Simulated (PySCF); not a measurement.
# C₆ coefficients of unlike pairs at BP86

Calculated with PySCF 2.14 from the dipole response of each species, C₆(A,B) = (3/π) ∫ α_A(iu) α_B(iu) du, in atomic units, from isotropic polarisabilities. For ions this is the dispersion term alone; charge-induced terms of lower order in 1/R come first.

```
species           configuration                                                                                    basis     relativity  α (bohr³)  C₆ (like pair)
    Sn⁺  [Kr] 4d10 5s2 5p1 (2P)                                                          aug-cc-pwCVTZ-DK3 (10s9p7d4f1g)  spin-free X2C      27.01           208.9
    B²⁺           [He] 2s1 (2S)          aug-cc-pCVTZ-DK with one added diffuse shell each of s, p, d, f type (8s7p5d3f)  spin-free X2C      7.100           9.549
   Cr³⁺           [Ar] 3d3 (4F)  aug-cc-pwCVTZ-DK with one added diffuse shell each of s, p, d, f, g type (11s10p8d5f4g)  spin-free X2C      2.200           5.593
```

(1) Estimate C₆ for Cr³⁺ with Sn⁺.

No spin-orbit coupling is included.

The other pairs:

```tsv
pair	C₆
B²⁺, Sn⁺	43.53
Cr³⁺, B²⁺	5.264
```

Answers

(1) The integral gives 29.00. The combination rule 2 C_A C_B / (C_A α_B/α_A + C_B α_A/α_B) gives 27.28 and the geometric mean 34.18.
